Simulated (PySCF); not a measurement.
# [Gd(NH3)3]3+: from a saddle point downhill

PySCF 2.14.0, RKS PBE, Gd lcecp-1-SVP with ECP53, N def2-SVP, H def2-SVP; non-relativistic Hamiltonian with scalar-relativistic core potentials where named; density fitting; no spin-orbit coupling. Relaxed within the symmetry of its start, the geometry (C3h) is

```xyz
13

Gd    0.0000    0.0000    0.0000
N     2.4425    0.0013    0.0000
H     2.8970   -0.4720    0.8155
H     2.8970   -0.4720   -0.8155
H     2.8974    0.9432    0.0000
N    -1.2223    2.1146    0.0000
H    -1.0397    2.7449    0.8155
H    -1.0397    2.7449   -0.8155
H    -2.2655    2.0377    0.0000
N    -1.2202   -2.1159    0.0000
H    -1.8573   -2.2728    0.8155
H    -1.8573   -2.2728   -0.8155
H    -0.6319   -2.9808    0.0000
```

and its lowest harmonic modes are -49, -47, -47, -44, 84, 84 cm⁻¹ (negative: unstable). It was moved along the lowest mode and relaxed again, within the group C3 that the move left.

**Question.** Where does it end, and how much lower?

**Answer.** In C3, 0.048 eV lower, after 17 steps:
```xyz
13

Gd    0.0000    0.0000   -0.7773
N     2.3013   -0.0007    0.0141
H     2.5218   -0.6428    0.8103
H     3.0103   -0.2788   -0.7052
H     2.6693    0.9184    0.3514
N    -1.1500    1.9934    0.0141
H    -0.7042    2.5053    0.8103
H    -1.2637    2.7464   -0.7052
H    -2.1301    1.8525    0.3514
N    -1.1513   -1.9927    0.0141
H    -1.8175   -1.8625    0.8103
H    -1.7467   -2.4676   -0.7052
H    -0.5393   -2.7709    0.3514
```

**Question.** How do the contacts change?

**Answer.** 
```json
{"contact": "Gd1–N2 (NH3)", "saddle (Å)": "2.443", "end (Å)": "2.434"}
{"contact": "Gd1–N6 (NH3)", "saddle (Å)": "2.443", "end (Å)": "2.434"}
{"contact": "Gd1–N10 (NH3)", "saddle (Å)": "2.443", "end (Å)": "2.434"}
```


**Question.** Is the end a minimum?

**Answer.** Yes, as far as the noise of the softest modes lets one tell (those above −25 cm⁻¹ count as noise); lowest modes 25, 25, 28, 58, 80, 80 cm⁻¹.

An lcecp potential fixes the number of 4f electrons, so in runs with it no electron can move into or out of that shell.

State: singlet in the valence, with the 4f electrons in the core potential.
